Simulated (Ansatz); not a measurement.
C4H4, SMILES `C=C=C=C` (charge 0, multiplicity 1).

These are HSE06/cc-pVTZ // B3LYP-D3(BJ)/def2-TZVP in Ansatz (a program for electronic structure) values and carry that method's errors.

Ansatz 0.2 input:
```yaml
crystal:
  periodic: [false, false, false]
  atoms:
    - { symbol: C, position_ang: [1.93785, 0.121781, 0.095824] }
    - { symbol: C, position_ang: [0.629932, 0.039734, 0.041193] }
    - { symbol: C, position_ang: [-0.629946, -0.03943, -0.011389] }
    - { symbol: C, position_ang: [-1.93785, -0.121748, -0.065939] }
    - { symbol: H, position_ang: [2.445295, 0.470382, 0.988308] }
    - { symbol: H, position_ang: [2.557188, -0.156193, -0.749578] }
    - { symbol: H, position_ang: [-2.557109, 0.154192, 0.780182] }
    - { symbol: H, position_ang: [-2.44536, -0.468717, -0.959021] }
basis:
  gaussian: { orbitals: cc-pVTZ }
hamiltonian:
  xc: hse06
```

Output:

```
Functional definition: HSE06
932 factors; their error is unknown
88 factors; integrals over basis functions are off by at most 1.1e-6 eV
mean field evaluation 1: about -4200.1398 eV, gradient 5.0e1 eV
mean field evaluation 2: about -4200.4295 eV, gradient 4.7e1 eV
mean field evaluation 4: about -4206.1932 eV, gradient 4.5e0 eV
mean field evaluation 8: about -4206.2404 eV, gradient 2.5e-2 eV
mean field -4206.23630994 eV, -154.5763333009 hartree, gradient 5.9e-5 eV, S^2 0.000000; 0 other end points of the search recorded, 0 dependent functions left out
reference -4206.23634206 eV, -154.5763344815 hartree; 14, 14 occupied and 162, 162 virtual orbitals, 932 factors
Total energy: -4206.23634206 eV, -154.5763344815 hartree
```
